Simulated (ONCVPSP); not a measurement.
## What one change does to a pseudopotential (Pb (Z = 82), ONCV)

ONCVPSP 4.0.1 input, shortened (lines: element, Z, core and valence counts, functional; n l f; lmax; l rc ep ncon nbas qcut; lloc lpopt rc5 dvloc0; l nproj debl; icmod fcfact rcfact), PBEsol, fully relativistic:

```
  Pb 82.00   10    5  -116133      upf
    1    0    2.00
    2    0    2.00
    2    1    6.00
    3    0    2.00
    3    1    6.00
    3    2   10.00
    4    0    2.00
    4    1    6.00
    4    2   10.00
    4    3   14.00
    5    0    2.00
    5    1    6.00
    5    2   10.00
    6    0    1.50
    6    1    2.50
    2
    0    1.45    0.00    4    8    6.50
    1    1.40    0.00    4    7    8.30
    2    1.90    0.00    4    8    7.10
    4    5    1.35    4.00
    0    2    0.70
    1    2    1.10
    2    2    2.60
    0    0.00    0.00
```

Open shells are filled in proportion to 2j + 1.

Change: d: rc 1.36.

Cutoffs: the cutoffs (Ha) at which the residual kinetic energy of the hardest occupied pseudo-wave falls to 1 and 0.1 mHa per electron; they do not see the model core or the augmentation charge, which bear on the density cutoff. Errors are all-electron minus pseudo energies relative to the spin-unpolarised reference configuration.

Task: Predict the effect on cutoff, ghosts and configuration errors.

Result: The potential gets neither clearly harder nor softer (28 Ha and 86 Ha → 28 Ha and 86 Ha); the p channel sets the loose cutoff, while the largest relative change is in d, which becomes harder; of the 4 tests that both files solve, the error grows in 2 and shrinks in 0 by more than 15 % and 0.3 meV (median size 0.7 → 0.9 meV); neither file shows a bound ghost.

```tsv
quantity	base	changed
cutoff, loose	28 Ha	28 Ha
cutoff, tight	86 Ha	86 Ha
loose cutoff by channel	s 22 Ha, p 28 Ha, d 21 Ha	s 22 Ha, p 28 Ha, d 25 Ha
bound ghosts	none	none
GHOST(+) flags under 300 eV	none	d3/2 at 155.9 eV
largest miss of a reference level, eV	0.00	0.12
error for 5s2 5p6 5d10 6s2 6p2, meV [ΔE -4.25 eV]	-0.4	-0.4
error for 5s2 5p6 5d10 6s2 6p1, meV [ΔE 2.47 eV]	+0.1	+0.3
error for 5s2 5p6 5d10 6s2 6p0, meV [ΔE 16.08 eV]	+1.1	+1.5
error for 5s2 5p6 5d9 6s2 6p2, meV [ΔE 22.82 eV]	+11	-58
s: phases at 1.47 bohr within 0.05 rad from the reference energy up to (Ha; the scan ends near 5)	to the end of the scan	to the end of the scan
p3/2: phases at 1.42 bohr within 0.05 rad from the reference energy up to (Ha; the scan ends near 5)	to the end of the scan	to the end of the scan
p1/2: phases at 1.42 bohr within 0.05 rad from the reference energy up to (Ha; the scan ends near 5)	to the end of the scan	to the end of the scan
```
